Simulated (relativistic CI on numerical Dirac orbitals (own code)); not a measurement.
**One change at a time: W6+**

Base calculation: Dirac-Coulomb-Breit CI, orbitals from a KLI potential per configuration, QED by a radiative potential, unscaled Slater integrals.

CI space (outside the closed core [Kr] 4d10): 4f14.5s2.5p6, 4f14.5s2.5p5.5d, 4f13.5s2.5p6.5d, 4f14.5s2.5p5.5f, 4f14.5s.5p6.5d, 4f13.5s2.5p6.6s, 4f14.5s2.5p5.6s, 4f14.5s2.5p5.5g, 4f13.5s2.5p6.6p, 4f14.5s2.5p5.6p, 4f14.5s.5p6.5f, 4f13.5s2.5p6.6d. Double excitations out of closed p, d and f shells are left out; levels of such configurations are missing from the list, as are those of other unlisted configurations, and high levels can miss mixing partners.

Variants: (1) valence Slater integrals scaled by 0.9; (2) Breit term removed; (3) non-relativistic limit. Shifts of the energy above 4f14.5s2.5p6 1S_0, in cm⁻¹, for the lowest level and the first level of each name with at least 55 % of one term (blank where a level changes its place among those of its configuration and J or its character, or is not in the variant):

```tsv
Level	Base	Δ(1)	Δ(2)	Δ(3)
4f14.5s2.5p6 1S_0	0	0	0	0
4f13.5s2.5p6.5d 3P°_2	294577	+1420	-1800	+76353
4f13.5s2.5p6.5d 3H°_5	302185	+444	-1808	+75780
4f13.5s2.5p6.5d 3P°_1	305721	+1797	-944	+65208
4f14.5s2.5p5.5d 3P°_0	307059	+2687	+240	-4069
4f13.5s2.5p6.5d 3H°_6	310214	+534	-1560	+67752
4f13.5s2.5p6.5d 3G°_5	319834	-394	-1564	
4f14.5s2.5p5.5d 3P°_1	320668	+1124	+102	-17677
4f13.5s2.5p6.5d 3P°_0	323581	+907	-513	+47349
4f13.5s2.5p6.5d 1P°_1	325339	-149	-929	+49081
4f13.5s2.5p6.5d 3D°_1	328892	+214	-819	+53926
4f13.5s2.5p6.5d 3G°_3	329498	+22	-260	
4f14.5s2.5p5.5d 3F°_4	332399	+642	+307	-19707
4f14.5s2.5p5.5d 3D°_3	350347	-711	+797	
4f14.5s2.5p5.5d 3D°_1	384208	-1976	+926	-50840
4f14.5s2.5p5.5d 3F°_2	413005	+664	+1678	
4f13.5s2.5p6.6s 3F°_4	423097	+60	-1921	+114107
4f14.5s2.5p5.6s 3P°_2	440131	+95	+560	+27995
4f13.5s2.5p6.6s 3F°_2	440401	-7	-1082	+96803
4f14.5s2.5p5.6s 1P°_1	444311	-299	+527	
4f14.5s2.5p5.5d 1P°_1	486489	-9029	+1311	-35315
4f13.5s2.5p6.6p 3D_3	497176	+201	-2125	+104564
```

At this charge configurations can still be misplaced by up to about 7 % of their energy. Levels and lines within the n = 5 or 6 shells can be off by up to 10 % or somewhat more, and those that change n by about 2 %, since core polarisation is missing. Levels that differ in their count of f electrons can be misplaced by several ten thousand cm⁻¹, since the correlation energy of f electrons is missing or only estimated; rates across such gaps can be off by orders of magnitude.

Ionisation energy from the two ground configurations alone: base 118.924 eV; Breit term removed 118.724 eV. The NIST ASD value (semi-empirical) is 122.01 eV. The gap of more than 2 % comes from missing correlation, or from a tabulated value that is itself an estimate.

LS names give the leading component of a level, which can be under half, so a name can repeat, a term be missing and a line seem to break the LS rules.
